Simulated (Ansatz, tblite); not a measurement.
Spin states of the cluster GeF3⁻, each relaxed with r2SCAN-D4/def2-TZVPD in Ansatz. Electronic energies in the gas phase.

The xTB rows come from tblite. LC-ωPBE has ω = 0.4 bohr⁻¹. B3LYP takes the VWN-RPA correlation. Correlated methods freeze 12 core orbitals; core or outer-core shells of Ge are correlated, in sets that lack core-valence functions. In the quintet geometry the species has come apart into loosely held pieces. The structure comes from a short search, and lower isomers may exist.

Singlet geometry (C3v within 0.1 Å):

```xyz
4

Ge    0.367   -0.400    0.465
F     0.264    1.406    0.634
F     0.785   -0.370   -1.302
F    -1.415   -0.636    0.203
```

Triplet geometry (C2v within 0.1 Å):

Cartesian coordinates in Å:
```
Ge 0.316 -0.046 0.044
F -1.440 0.211 -0.200
F 0.199 -1.349 1.372
F 0.926 1.184 -1.216
```

Quintet geometry (Cs within 0.1 Å):

```xyz
4

Ge   -1.282    0.121   -0.137
F     0.745   -0.060    0.103
F    -1.211   -0.082    1.654
F     1.748    0.021   -1.620
```

⟨S²⟩: triplet 2.00 at PBE0-D4/def2-TZVPD (pure 2.00), quintet 6.01 at PBE0-D4/def2-TZVPD (pure 6.00).

Only these spin states were relaxed. The quintet has fallen apart into loose fragments. The quintet has other bonds than the singlet, so the gap mixes isomer and spin.

```tsv
level	triplet − singlet (kJ/mol)	quintet − singlet (kJ/mol)	lowest of these	remarks
GFN1-xTB	332.3	999.3	singlet	–
GFN2-xTB	502.0	1283.8	singlet	–
HF/def2-TZVPD	283.9	861.5	singlet	–
PBE-D4/def2-TZVPD	319.7	972.3	singlet	HOMO above zero (quintet), HOMO above zero (triplet)
r2SCAN-D4/def2-TZVPD	313.9	973.4	singlet	HOMO above zero (quintet), HOMO above zero (triplet)
B3LYP-D4/def2-TZVPD	338.1	1019.2	singlet	HOMO above zero (quintet), HOMO above zero (triplet)
PBE0-D4/def2-TZVPD	321.8	998.7	singlet	HOMO above zero (quintet), HOMO above zero (triplet)
r2SCAN0-D4/def2-TZVPD	314.9	989.9	singlet	HOMO above zero (quintet), HOMO above zero (triplet)
LC-ωPBE/def2-TZVPD	319.3	1024.5	singlet	–
ωB97X-V/def2-TZVPD	344.5	1055.8	singlet	–
PBE-QIDH/def2-TZVPD	327.7	1040.2	singlet	–
RPA@PBE/def2-TZVPD	330.2	983.7	singlet	–
MP2/def2-TZVPD	337.4	1090.2	singlet	–
```

Change of the quintet − singlet gap on mixing in exact exchange, in kJ/mol: PBE to PBE0 (25 % exact exchange) 26.4; r2SCAN to r2SCAN0 (25 % exact exchange) 16.5.

The xTB methods have no spin-polarisation term.
